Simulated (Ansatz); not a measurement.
Computed with Ansatz on PBE0-D4/def2-TZVP structures; ΔE is electronic, products minus reactants. CBS: MP2 limit from def2 TZ/QZ plus the TZ coupled-cluster correction, frozen cores. DFT in def2-TZVPP. Elements past krypton have def2 core potentials. For In, Sn outer-core shells are correlated without core-valence functions, which leaves a few kJ/mol of doubt a bond.

Reaction (formal exchange of groups at the Si–C bond): `[SiH3][CH2][SnH3]` + `[CH3][InH][CH3]` → `[CH3][In]([CH3])[SiH3]` + `[CH3][SnH3]`

CCSD(T)/CBS gives -6.9 kcal/mol.

Another level gave -8.0 kcal/mol. Which?
A. MP2/def2-TZVPP
B. BLYP-D4/def2-TZVPP
C. revPBE/def2-TZVPP
D. PBE-D4/def2-TZVPP

B. BLYP-D4 -8.0, PBE-D4 -9.2, MP2/def2-TZVPP -6.3, revPBE -10.4 kcal/mol.

Largest T1 diagnostic among the species: 0.012.

From PBE to PBE0 (25 % exact exchange), in def2-TZVPP and without D4, ΔE moves by +1.0 kcal/mol. Leaving LDA and LC-ωPBE aside and taking each functional with its dispersion term where it has one, the values, not all of them listed here, spread over 3.3 kcal/mol, from PBE-D4 to B97M-V. LDA lies +1.8 kcal/mol from PBE without D4.

CCSD(T)/CBS has its own doubt, a few kJ/mol and more with outer-core shells, so smaller differences from it don't rank the levels.
